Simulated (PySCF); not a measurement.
Input for PySCF: R-B3LYP/LANL2DZ on H4OSi (SMILES O[SiH3]).

```python
from pyscf import gto, scf, dft, mp
from pyscf.data.elements import chemcore

mol = gto.M(
    atom='''
    O     0.69434957   -0.96154500    3.16586485
    Si   -0.31911061    0.23147692    3.70735195
    H     1.56615660   -1.02987208    3.56172971
    H    -0.42006095    0.20039154    5.18869494
    H    -1.63633188   -0.04232452    3.10532533
    H     0.15429597    1.57815498    3.30770394
    ''',
    basis='lanl2dz',
    ecp={'Si': 'lanl2dz'},
    charge=0, spin=0, verbose=3, max_memory=1800)
mf = dft.RKS(mol, xc='b3lyp')
mf.conv_tol = 1e-8
mf.max_cycle = 100
mf.kernel()
if not mf.converged:
    mf = mf.newton().run(mf.mo_coeff, mf.mo_occ)
```

The log:

```
converged SCF energy = -81.5117349032755
```

The run converged.

Cost: roughly 3 core-seconds.
